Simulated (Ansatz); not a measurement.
ZrBrCl3 was relaxed with PBE0-D4 (def2-SVP) in Ansatz in these states: charge +1 doublet, neutral singlet. The geometries follow in no particular order.

In the def2 sets Zr takes a core potential; there is no spin–orbit coupling.

A:

```xyz
5

Zr    0.1504    0.2191    0.1751
Br   -1.3910   -0.4557   -1.8073
Cl   -0.0274   -2.1545    0.1704
Cl   -0.9044    1.3108    1.8677
Cl    2.1724    1.0802   -0.4059
```

B:

```xyz
5

Zr   -0.0167    0.0185    0.0209
Br    1.2526   -1.3863   -1.5664
Cl   -2.2000   -0.7556    0.1576
Cl   -0.0160    2.2157   -0.7256
Cl    0.9801   -0.0923    2.1135
```

Q: Judge from the bond lengths which geometry belongs to which state (an estimate).

A: A is the charge +1 doublet (Zr1–Br2 2.600 Å, Zr1–Cl3 2.380 Å, Zr1–Cl5 2.273 Å); B is the neutral singlet (Zr1–Br2 2.471 Å, Zr1–Cl3 2.320 Å, Zr1–Cl5 2.320 Å).
